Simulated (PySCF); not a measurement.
Species: C6H11NO2Si.
Cartesian coordinates in Å at the GFN2-xTB level; atoms count from 1:
```xyz
21
C6H11NO2Si angstrom
C      3.8848   -0.4617    0.1716
O      2.4966   -0.3885    0.3170
Si     1.4978    0.7021   -0.3149
O      1.7178    0.7661   -1.9236
N     -0.0752    0.0872    0.1005
C     -0.3970   -0.8023    1.0887
C     -1.7482   -0.9413    1.1534
C     -2.3082   -0.0887    0.1642
C     -3.7601    0.0900   -0.1250
C     -1.2545    0.5209   -0.4491
H      4.1702   -0.3706   -0.8771
H      4.2103   -1.4282    0.5570
H      4.3683    0.3369    0.7386
H      1.6785    2.0388    0.2516
H      1.0736    1.1587   -2.5047
H      0.3804   -1.2687    1.6584
H     -2.2967   -1.5766    1.8214
H     -3.9005    0.7396   -0.9856
H     -4.2681    0.5325    0.7319
H     -4.2288   -0.8714   -0.3309
H     -1.2497    1.2421   -1.2440
```

NICS is the negative of the GIAO shielding at a point without a nucleus: at the ring centre (0) and 1 Å above and below it (1); zz is the component along the ring normal. Level: GIAO PBE0/pcSseg-1 (PySCF, non-relativistic, gas phase) on the GFN2-xTB geometry, one conformer.

Ring bond lengths (Å), with Mayer bond orders in brackets: N5–C6 1.368 (1.13), C6–C7 1.360 (1.54), C7–C8 1.421 (1.33), C8–C10 1.363 (1.57), C10–N5 1.371 (1.09).

Task: What do the NICS probes read (ppm)?

Result: 
```
           ring                                               type  NICS(0)  NICS(1), two faces  NICS(1)zz, two faces  rms pucker (Å)  centre to ring atoms, mean (Å)
N5–C6–C7–C8–C10  5-membered ring with N; formal bonds all aromatic    -12.6       -10.7 / -10.8         -27.7 / -27.6            0.00                            1.17
```

Task: What do they say, and how far can they be read as aromaticity?

Result: 
- N5–C6–C7–C8–C10: mean NICS(1)zz -27.6 ppm, shielded, aromatic by this magnetic criterion (flat ring, no four-coordinate atom).

Task: And the bond-length index? HOMA = 1 − mean of α(R − Ropt)² over the ring bonds, with Krygowski's 1993 parameters (CC: Ropt 1.388 Å, α 257.7 Å⁻²; CN: Ropt 1.334 Å, α 93.52 Å⁻²).

Result: 
- N5–C6–C7–C8–C10: HOMA 0.82; the largest term is that of C7–C8, α(R − Ropt)² = 0.28. The geometric and the magnetic index point the same way.

Task: What is the mean of the two in-plane components of NICS at the second NICS(1) probe listed for ring N5–C6–C7–C8–C10, 1 Å off the ring?

Result: The isotropic value is a third of the trace: (3 × -10.8 − (-27.6))/2 = -2.4 ppm.

Task: How shielded are the nuclei of the rings and their hydrogens (means over atoms taken as equivalent)?

Result: 
```
atoms                          environment  σ isotropic (ppm)  principal values of the symmetric part, first atom (ppm)
   N5                pyrrole-type nitrogen               82.7                                         23.3, 36.4, 188.2
   C6  aromatic CH next to a ring nitrogen               59.4                                        -20.4, 61.1, 137.6
   C7                   aromatic CH carbon               69.6                                        -11.6, 65.6, 154.8
   C8          substituted aromatic carbon               57.8                                        -19.4, 38.6, 154.2
  C10  aromatic CH next to a ring nitrogen               69.2                                         -7.7, 82.0, 133.3
  H16                    aromatic hydrogen              24.89                                          20.0, 26.0, 28.6
  H17                    aromatic hydrogen              25.34                                          22.7, 26.3, 27.0
  H21                    aromatic hydrogen              25.63                                          21.6, 25.9, 29.4
```
